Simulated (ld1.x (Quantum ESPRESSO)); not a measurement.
## Te (Z = 52), RRKJ: configuration errors across variants

- Element: tellurium (Te)
- Generator: ld1.x (Quantum ESPRESSO) 7.5
- Type: norm-conserving RRKJ (Kleinman–Bylander form)
- Functional: PBEsol
- Relativity: fully relativistic
- Frozen core: [Kr] 4d10
- Valence charge: 6
- Reference configuration: 5s1.5 5p4.5
- Partial waves: 5p (bound): rc 1.75 bohr; 5d channel at -0.15 Ry: rc 1.90 bohr; 5s (bound): rc 1.35 bohr
- Local potential: the s channel
- Core correction: a·sin(br)/r model core inside 1.25 bohr

Open shells are filled in proportion to 2j + 1 (rel_dist='average').

All-electron excitation energies from the reference (eV): (1) 5s2 5p4 -4.600; (2) 5s2 5p3 5.174; (3) 5s2 5p2 23.168; (4) 5s1 5p4 15.010; (5) 5s2 5p4.3 -6.078; (6) 5s2 5p0 86.713; (7) 5s2 5p3.5 -0.683.

5 further variants failed, have other tests or another functional or relativity, and are left out.

A true bound ghost makes a file unfit for plane-wave use even where its test errors are small: the radial tests pick states by their node count and pass the ghost by.

Errors AE − PS in meV (a dash: test not solved or not reliable):

| change | (1) | (2) | (3) | (4) | (5) | (6) | (7) | bound ghosts |
| --- | --- | --- | --- | --- | --- | --- | --- | --- |
| base | -4.1 | -5.9 | -16 | -9.6 | -4.0 | -124 | -4.6 | p3/2, p1/2, d3/2, d5/2 |
| wave 5d channel at -0.15 Ry: rc 1.90 bohr becomes 5d channel at -0.15 Ry: rc 2.02 bohr | -4.1 | -5.9 | -16 | -9.6 | -4.0 | -124 | -4.6 | p3/2, p1/2, d3/2, d5/2 |
| wave 5d channel at -0.15 Ry: rc 1.90 bohr becomes 5d channel at 0.24 Ry: rc 1.90 bohr | -4.1 | -5.9 | -16 | -9.6 | -4.0 | -124 | -4.6 | p3/2, p1/2, d3/2, d5/2 |
| wave 5s (bound): rc 1.35 bohr becomes 5s (bound): rc 1.72 bohr | -1.9 | -0.8 | -8.5 | -5.7 | -2.1 | -186 | -1.2 | d3/2, d5/2 |

(1) Give the same row for: core correction a·sin(br)/r model core inside 1.48 bohr.

## Answers

(1) -4.0, -5.0, -14, -9.8, -3.9, -117, -4.1; bound ghosts: p3/2, p1/2, d3/2, d5/2.
